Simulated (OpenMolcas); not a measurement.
# How basis sets differ on CH2FNSi (SMILES FC1=N[SiH2]1)

CH2FNSi has 6 atoms, charge 0, and is taken as a singlet. SMILES: `FC1=N[SiH2]1`. Geometry: relaxed at PBE0-D4/def2-TZVP.

Each level gives the HOMO–LUMO gap (eV). The values are calculated.

```json
{"level": "HF/STO-3G", "kind": "Hartree–Fock", "program": "OpenMolcas", "value (eV)": "15.98", "CPU time": "2 s"}
{"level": "HF/3-21G", "kind": "Hartree–Fock", "program": "OpenMolcas", "value (eV)": "12.96", "CPU time": "2.3 s"}
{"level": "HF/def2-SVP", "kind": "Hartree–Fock", "program": "OpenMolcas", "value (eV)": "13.21", "CPU time": "4.8 s"}
{"level": "HF/6-311++G(2d,2p)", "kind": "Hartree–Fock", "program": "OpenMolcas", "value (eV)": "11.87", "CPU time": "31 s"}
```

The values span 11.87 to 15.98 eV. A Hartree–Fock LUMO above zero doesn't converge with the basis: it sinks as sets grow more diffuse. Orbital gaps aren't excitation energies. Times are those of the runs behind each value, whatever else they computed, on shared processors of several kinds: orders of magnitude only.
